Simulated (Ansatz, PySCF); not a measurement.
The pair A = H2O (SMILES O) (first 3 atoms), B = CH6Si (SMILES C[SiH3]); geometry from B3LYP-D3(BJ)/def2-TZVP.
(charge 0, multiplicity 1):
```csv
atom,x (Å),y (Å),z (Å)
O,0.1512,0.7103,-0.1305
H,-0.5964,1.2429,0.1619
H,-0.1945,-0.1867,-0.1949
C,1.2790,0.1445,3.1668
Si,-0.5264,-0.3210,3.0186
H,1.4191,0.9261,3.9157
H,1.6444,0.5116,2.2071
H,1.8801,-0.7174,3.4622
H,-1.0618,-0.8257,4.3073
H,-0.7251,-1.3861,2.0020
H,-1.3515,0.8464,2.6147
```

Cores are frozen in the correlated methods. CBS: X⁻³ extrapolation of the correlation energy, Hartree–Fock from the larger set. MP2 and its Hartree–Fock in aug-cc-pV(T+d)Z are density fitted.

The values were computed with Ansatz (an electronic-structure program) with Gaussian orbitals; PySCF for the dispersion terms. Each number belongs to the level named beside it.

The monomers are drawn apart, rigid, along the line of their centres of mass. Counterpoise-corrected interaction energies (kcal/mol):

```
level                                                                 R = 4.651 Å  R = 6.004 Å
--------------------------------------------------------------------  -----------  -----------
PBE/def2-TZVPPD                                                           -0.6201      -0.1842
PBE-D3(BJ)/def2-TZVPPD                                                    -0.8818      -0.2444
wB97M-V/def2-TZVPPD                                                       -0.7346      -0.2284
MP2/CBS(aug-cc-pV(D+d)Z, aug-cc-pV(T+d)Z) + ΔCCSD(T)/aug-cc-pV(D+d)Z      -0.7207      -0.2157
```

Question: R is the distance of the centres of mass. Find the local exponent m of E ∝ R⁻ᵐ between the two points.

Answer: 
m = ln(E₁/E₂)/ln(R₂/R₁): PBE/def2-TZVPPD 4.8; PBE-D3(BJ)/def2-TZVPPD 5.0; wB97M-V/def2-TZVPPD 4.6; MP2/CBS(aug-cc-pV(D+d)Z, aug-cc-pV(T+d)Z) + ΔCCSD(T)/aug-cc-pV(D+d)Z 4.7. For scale, two fixed dipoles give m = 3, dipole and quadrupole 4, quadrupoles 5, and dispersion or dipole-induced dipole 6 at long range; at these distances several terms mix, and what is left of overlap and damping shifts m, so it need not match one of them.
